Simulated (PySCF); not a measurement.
Species: C5H5F2O (doublet state).
Numbering: `[CH3:1][C:2](=[O:3])/[C:4]([F:5])=[C:6]\[CH2:7][F:8]` (hydrogens: H9, H10, H11 on C1; H12, H13 on C7)

Geometry (GFN2-xTB, Å), atoms numbered from 1 in this order:
```
atom  x, y, z in Å
C1    -2.2449   -0.0047    0.1865
C2    -0.7751   -0.2551    0.3286
O3    -0.2547   -0.7833    1.2777
C4     0.0341    0.2568   -0.8360
F5    -0.7261    0.6719   -1.8723
C6     1.3371    0.3517   -0.8276
C7     2.3549   -0.0686    0.1167
F8     3.2622    0.9246    0.3869
H9    -2.4239    1.0594    0.0412
H10   -2.7624   -0.3565    1.0748
H11   -2.6179   -0.5232   -0.6956
H12    1.8883   -0.3533    1.0821
H13    2.9239   -0.9192   -0.2808
```

The hyperfine couplings belong to this conformer and change with its torsions.

Computed with UKS B3LYP, pcH-1 on C F H O, non-relativistic, mean-field spin-orbit, GIAO in PySCF 2.14.0. Isolated species at its GFN2-xTB geometry (one conformer only). Couplings are sensitive to structure, and on GFN2-xTB geometries they can be far from those on DFT ones. Stability of the SCF solution: not tested.

(1) Match the computed a_iso(13C) values +299.5, -36.5, +34.6, +18.9, -18.0 MHz with the sites C1; C2; C4; C6; C7.

(2) The isotropic 19F couplings are +137.2, +59.8 MHz. Assign them to F5; F8.

(3) The isotropic 1H couplings, averaged over equivalent nuclei, are +85.6, +1.7 MHz. Assign them to H9/H10/H11; H12/H13.

Results:

(1) 
| site | a_iso (MHz) | ρ(0) (bohr⁻³) | position | distance from C6 (Å) | spin population | largest \|T\| (MHz) |
| --- | --- | --- | --- | --- | --- | --- |
| C1 | +18.9 | +0.0168 | 3 bonds from C6 | 3.74 | +0.02 | 4.5 |
| C2 | +34.6 | +0.0308 | 2 bonds from C6 | 2.48 | +0.04 | 10.0 |
| C4 | -36.5 | -0.0324 | 1 bond from C6 | 1.31 | -0.09 | 25.2 |
| C6 | +299.5 | +0.2664 | largest spin population | 0.00 | +0.97 | 137.9 |
| C7 | -18.0 | -0.0160 | 1 bond from C6 | 1.45 | -0.03 | 13.3 |

(2) 
| site | a_iso (MHz) | ρ(0) (bohr⁻³) | position | distance from C6 (Å) | bound to | spin population there | largest \|T\| (MHz) |
| --- | --- | --- | --- | --- | --- | --- | --- |
| F5 | +137.2 | +0.0326 | 2 bonds from C6 | 2.33 | C4 | -0.09 | 120.7 |
| F8 | +59.8 | +0.0142 | 2 bonds from C6 | 2.35 | C7 | -0.03 | 48.8 |

(3) 
```csv
site,a_iso (MHz),ρ(0) (bohr⁻³),position,distance from C6 (Å),bound to,spin population there,largest |T| (MHz)
H9/H10/H11,+1.7,+0.0004,4 bonds from C6,4.18,C1,+0.02,2.5
H12/H13,+85.6,+0.0191,2 bonds from C6,2.11,C7,-0.03,9.9
```

ρ(0) is the spin density at the nucleus and T the dipolar tensor; entries for several nuclei are means. Largest spin populations (Mulliken): C6 (+0.97), C4 (-0.09) and H12 (+0.06). C6 is the only atom above +0.15.

Means are taken over nuclei equivalent by connectivity, which assumes that they swap fast. The three 1H nuclei of mean +1.7 MHz run from -1.7 to 7.6 MHz in the frozen geometry. The 1H value of +85.6 MHz is a mean of couplings from 26.2 to 144.9 MHz in this one geometry, not an average over conformers.
